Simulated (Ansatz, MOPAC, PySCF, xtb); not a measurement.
Complex: CH4O (SMILES CO) (first 6 atoms) with C2H3N (SMILES CC#N); geometry from B3LYP-D3(BJ)/def2-TZVP, rigid monomers moved along the line of their centres of mass till H6···N9 is 2.83 Å.
(charge 0, multiplicity 1):
```json
[
 {"atom": "C", "x (Å)": "-0.5814", "y (Å)": "0.1871", "z (Å)": "-0.7437"},
 {"atom": "O", "x (Å)": "0.2525", "y (Å)": "-0.7388", "z (Å)": "-0.0773"},
 {"atom": "H", "x (Å)": "-1.6344", "y (Å)": "0.0862", "z (Å)": "-0.4514"},
 {"atom": "H", "x (Å)": "-0.5057", "y (Å)": "-0.0139", "z (Å)": "-1.8130"},
 {"atom": "H", "x (Å)": "-0.2743", "y (Å)": "1.2262", "z (Å)": "-0.5693"},
 {"atom": "H", "x (Å)": "0.1926", "y (Å)": "-0.5650", "z (Å)": "0.8728"},
 {"atom": "C", "x (Å)": "-0.2913", "y (Å)": "0.5729", "z (Å)": "6.1643"},
 {"atom": "C", "x (Å)": "-0.1815", "y (Å)": "0.2925", "z (Å)": "4.7430"},
 {"atom": "N", "x (Å)": "-0.0941", "y (Å)": "0.0703", "z (Å)": "3.6205"},
 {"atom": "H", "x (Å)": "-0.4907", "y (Å)": "1.6330", "z (Å)": "6.3216"},
 {"atom": "H", "x (Å)": "-1.1056", "y (Å)": "-0.0081", "z (Å)": "6.5976"},
 {"atom": "H", "x (Å)": "0.6383", "y (Å)": "0.3096", "z (Å)": "6.6691"}
]
```

Monomers are frozen at their geometry in the pair; levels with a basis set take the counterpoise correction.

The state that PM7 reach isn't checked; PM7 holds dispersion and hydrogen-bond terms.

Codes used: Ansatz (a first-principles code) with Gaussian orbitals; MOPAC for PM7 (differences of heats of formation); PySCF for the dispersion terms; xtb for the GFN methods. Values without a source in brackets are computed.

Question: One of these levels gives -1.68 kcal/mol for the interaction energy. Name it.
A. PBE/def2-TZVPPD
B. GFN1-xTB
C. PM7
D. PBE-D4/def2-TZVPPD

Answer: B, GFN1-xTB. The others give -3.66 (PM7), -2.94 (PBE/def2-TZVPPD), -3.28 (PBE-D4/def2-TZVPPD)
